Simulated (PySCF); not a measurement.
CaCl, SMILES [Cl][Ca], multiplicity 2.

Coordinates come from a PBE0-D3(BJ)/def2-TZVPD optimisation. The multiplicity is an assumed one; other spin states were not compared.

Two levels are set side by side: PBE/def2-TZVPD (PySCF) and M06-2X/def2-TZVPD (PySCF). Same geometry, gas phase. Differences are taken from unrounded values.

```json
[
 {"quantity": "α-spin orbital gap (eV)", "M06-2X": "4.52"},
 {"quantity": "β-spin orbital gap (eV)", "M06-2X": "4.46"},
 {"quantity": "dipole moment (D)", "M06-2X": "4.46"},
 {"quantity": "mean polarisability (bohr³)", "M06-2X": "110.2"}
]
```

**Question.** What does PBE give, and how far is it from M06-2X? (An estimate is asked for; the answer gives what the named calculation found.)

**Answer.** 
```csv
quantity,PBE,PBE minus M06-2X
α-spin orbital gap (eV),1.83,-2.69
β-spin orbital gap (eV),3.99,-0.47
dipole moment (D),3.86,-0.60
mean polarisability (bohr³),147.3,37.1
```

Loosely held outer electrons make PBE densities more polarisable. Differences between two approximate levels are no errors against the true value.

Rough cost on one machine, each run with all the roots and properties that it gave: M06-2X against PBE within a factor of 2.
